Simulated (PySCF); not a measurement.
SbF2, SMILES [F][Sb+][F] (connectivity only; charge and spin as stated), charge +1, multiplicity 1.

Geometry: B3LYP-D3(BJ)/def2-TZVP. The spin state was assumed, not searched. The isomer is the one that the SMILES or the coordinates give; other isomers of the formula were not compared. The def2 effective core potentials stand for the cores of Sb; spin–orbit coupling is left out.

Level of theory: PySCF with TDA-PBE0/def2-SVPD.

Vertical excitations. The molecule is in vacuum. State labels are in the subgroup C2v.

Computed excitation energies, oscillator strengths and character:
```csv
state,symmetry,energy (eV),λ (nm),f,main pairs
S1,B1,5.17,240,0.056,HOMO→LUMO 95 %
S2,A2,5.51,225,0.000,HOMO−1→LUMO 100 %
S3,B2,6.40,194,0.006,HOMO−2→LUMO 87 %
S4,B1,6.65,186,0.027,HOMO−4→LUMO 96 %
S5,A1,7.14,174,0.005,HOMO−3→LUMO 88 %
S6,A2,7.31,170,0.000,HOMO−5→LUMO 100 %
S7,A1,8.50,146,0.001,HOMO−1→LUMO+1 96 %
S8,B2,8.50,146,0.092,"HOMO→LUMO+1 53 %, HOMO−1→LUMO+2 37 %"
S9,B1,8.71,142,0.011,HOMO−2→LUMO+1 98 %
S10,A1,8.97,138,0.178,HOMO→LUMO+2 80 %
T1,B1,3.85,322,0,HOMO→LUMO 98 %
T2,A2,5.32,233,0,HOMO−1→LUMO 100 %
T3,B2,5.36,231,0,HOMO−2→LUMO 99 %
T4,A1,5.89,210,0,HOMO−3→LUMO 99 %
```
Triplets are in the Tamm–Dancoff approximation.
